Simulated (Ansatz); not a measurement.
The same molecule with X = C, Si, Ge, Sn. Ansatz, PBE0-D4/def2-TZVP geometries, multiplicity 1.

Elements past krypton have def2 core potentials. Scalar relativity is left out up to krypton.

| X | molecule | mean X–I bond length / Å | LUMO energy (B3LYP/def2-TZVPP) / eV | HOMO energy (PBE/def2-TZVPP) / eV | size of the dipole moment (PBE/def2-TZVPP) / D |
| --- | --- | --- | --- | --- | --- |
| C | `IC(I)(I)I` | 2.149 | -3.55 | -6.18 | 0.00 |
| Si | `I[Si](I)(I)I` | 2.429 | -2.82 | -6.57 | 0.00 |
| Ge | `[I][Ge]([I])([I])[I]` | 2.502 | -3.60 | -6.65 | 0.00 |

Question: Give the row for X = Sn, `[I][Sn]([I])([I])[I]`. (Estimate.)

Answer: Computed: 
```
 X                molecule  mean X–I bond length / Å  LUMO energy (B3LYP/def2-TZVPP) / eV  HOMO energy (PBE/def2-TZVPP) / eV  size of the dipole moment (PBE/def2-TZVPP) / D
Sn  `[I][Sn]([I])([I])[I]`                     2.664                                -3.87                              -6.77                                            0.00
```

From C to Sn the mean X–I bond length rises at each step, by 0.515 Å in all; the LUMO energy (B3LYP/def2-TZVPP) isn't monotonic: highest at Si, lowest at Sn; the HOMO energy (PBE/def2-TZVPP) falls at each step, by 0.59 eV in all. Bonds lengthen as the atom grows down the group. Dipoles are sizes alone, and their direction can turn along the series.

B3LYP here is the variant with VWN-RPA as its local correlation; programs differ in this.

Spin–orbit coupling is left out; it splits and shifts lone-pair levels of the heavy atoms by tenths of an eV.
